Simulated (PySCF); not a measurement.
# Bi⁺: excitation energy

Bi⁺ [Xe] 4f14 5d10 6s2 6p2 (3P) → Bi⁺ [Xe] 4f14 5d10 6s2 6p1 6d1 (high-spin determinant), as a difference of total energies. All numbers are calculated (PySCF 2.14, the spin-free X2C one-electron Hamiltonian (Gaussian nucleus), in aug-cc-pwCVTZ-DK3 (11s10p8d5f1g, 125 functions)). Correlated levels: valence: [Xe] 4f14 5d10 frozen; valence and next inner shell: [Kr] 4d10 4f14 frozen. The calculations carry no spin-orbit coupling.

| method | excitation energy (eV) |
| --- | --- |
| UHF | 9.139 |
| LDA | 8.752 |
| PBE | 8.533 |
| PBE0 | 8.800 |
| r2SCAN | 8.957 |
| MP2 (valence) | 9.070 |
| SCS-MP2 (valence) | 9.077 |
| MP2 (valence and next inner shell) | 9.162 |
| SCS-MP2 (valence and next inner shell) | 9.114 |

Question: How much does correlation contribute at MP2 (valence and next inner shell)?

Answer: 9.162 − (9.139) = 0.023 eV, measured against UHF.

Spin-orbit coupling is strong in these open shells (close to jj coupling). The scalar numbers leave it out and a first-order estimate fails, so it can dominate the gap to the real levels.

The promoted electron is Rydberg-like, and one or two diffuse shells describe it only roughly, which tends to raise the upper state.

The determinant of the upper state mixes LS terms, which raises its energy above the lowest term, most at the Hartree-Fock and MP2 levels.
